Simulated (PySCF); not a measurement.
C4H9O, SMILES O(CC)[CH]C, multiplicity 2.

Geometry optimised at B3LYP-D3(BJ)/def2-SVP. The isomer is the one that the SMILES or the coordinates give; other isomers of the formula were not compared. The values are those of a single conformer.

Method: B3LYP-D3(BJ)/def2-SVP run with PySCF 2.14.0.

Frequencies are harmonic and unscaled.

```csv
mode,ν (cm⁻¹),IR (km/mol),moving atoms (share of kinetic energy)
1,79,0.3,"H 57 %, C 33 %, O 10 %"
2,108,4.1,"O 42 %, H 31 %, C 27 %"
3,179,0.8,"H 77 %, C 16 %"
4,192,0.7,"C 46 %, H 33 %, O 22 %"
5,259,1.1,H 85 %
6,429,4.1,"C 49 %, H 35 %, O 16 %"
7,447,1.5,"C 63 %, H 24 %, O 13 %"
8,568,18.4,"H 75 %, C 22 %"
9,818,0.9,H 92 %
10,866,4.1,"H 52 %, C 30 %, O 18 %"
11,968,4.7,"H 49 %, C 40 %, O 11 %"
12,1011,5.8,"H 70 %, C 30 %"
13,1092,24.5,"C 55 %, H 36 %, O 8 %"
14,1115,23.2,"C 58 %, H 36 %"
15,1170,32.7,"C 49 %, H 38 %, O 13 %"
16,1176,11.8,"H 57 %, C 38 %"
17,1274,139.7,"H 40 %, O 37 %, C 23 %"
18,1291,1.5,H 91 %
19,1360,93.0,"H 72 %, C 24 %"
20,1383,1.5,"H 80 %, C 20 %"
21,1407,92.1,"H 66 %, C 33 %"
22,1433,6.4,H 94 %
23,1448,6.4,"H 75 %, C 23 %"
24,1454,5.7,H 97 %
25,1470,13.6,"H 77 %, C 20 %"
26,1477,4.2,H 93 %
27,1503,1.8,"H 90 %, C 9 %"
28,2951,52.0,H 95 %
29,2979,51.9,H 95 %
30,3023,49.8,"H 90 %, C 10 %"
31,3039,14.6,H 97 %
32,3054,18.6,H 93 %
33,3100,22.3,"H 92 %, C 8 %"
34,3121,29.7,"H 91 %, C 9 %"
35,3128,22.2,"H 90 %, C 10 %"
36,3129,21.1,"H 90 %, C 10 %"
```
